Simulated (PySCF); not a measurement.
## Worked example: oscillator strength and radiative lifetime

Ga(H)2(OSiH3) (GaH5OSi), SMILES [SiH3][O][GaH2].

Geometry optimised at PBE0-D3(BJ)/def2-SVP.

PySCF with TDDFT-CAM-B3LYP/def2-SVPD puts the first singlet state with f over 0.02 at 6.62 eV (vertical), with the transition dipole (-0.018, 0.709, 0.000) in atomic units.

**Question.** Find the oscillator strength, the wavelength and the radiative lifetime that this transition would have in vacuum if emission retraced absorption.

**Answer.** 
|μ|² = 0.5030 au, so |μ| = 1.80 D. ΔE = 6.62/27.211 = 0.2433 hartree. f = (2/3) ΔE |μ|² = 0.082 (the program prints 0.082).
λ = 1239.84/6.62 = 187 nm; ν = 53394 cm⁻¹.
Einstein's coefficient A = 0.6670 ν² f s⁻¹ (ν in cm⁻¹) = 1.6e8 s⁻¹, so τ = 1/A = 6.4 ns. This state is S2; the lower singlet has f = 0.000. The figure is the radiative limit of this one transition; relaxation, internal conversion, crossing to triplets and a medium change what is measured.
